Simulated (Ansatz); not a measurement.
(OH)2Al-O-SiH3 (AlSiO3H5). The state is a triplet with charge 0. Geometry PBE0-D4/def2-SVP, that of the neutral singlet; atoms count from 1.

```
atom   x (Å)   y (Å)   z (Å)
 Al1  -0.489   0.145  -1.128
  O2  -2.090  -0.094  -1.625
  O3   0.666   0.652  -2.256
  O4  -0.012  -0.111   0.471
 Si5   0.864  -0.228   1.859
  H6  -2.803  -0.379  -1.051
  H7   0.462   0.817  -3.178
  H8  -0.052  -0.488   3.012
  H9   1.843  -1.354   1.771
 H10   1.610   1.040   2.126
```

At PBE0-D4/def2-TZVP a singlet of charge 0 lies 6.58 eV below the triplet at the same geometry.

**Question.** Estimate the Mulliken populations from the PBE0/def2-TZVP orbitals of Ansatz.

**Answer.** 
| atom | charge (e) | spin (α − β) |
| --- | --- | --- |
| Al1 | 0.10 | 0.80 |
| O2 | -0.32 | 0.27 |
| O3 | -0.32 | 0.29 |
| O4 | -0.14 | 0.20 |
| Si5 | 0.13 | 0.19 |
| H6 | 0.27 | 0.07 |
| H7 | 0.28 | 0.07 |
| H8 | 0.01 | 0.08 |
| H9 | -0.01 | 0.02 |
| H10 | 0.00 | 0.03 |
Mulliken values depend strongly on the basis.

**Question.** Where does the spin sit?

**Answer.** Summed by element: Al 0.80, O 0.75, Si 0.19, H 0.26, of 2 unpaired in all. Largest on single atoms: Al1 0.80, O3 0.29, O2 0.27.

**Question.** And the Mayer bond orders between heavy atoms (over 0.3)?

**Answer.** Al1–O2 0.90 (1.69 Å); Al1–O3 0.90 (1.69 Å); Al1–O4 0.88 (1.69 Å); O4–Si5 1.17 (1.64 Å).
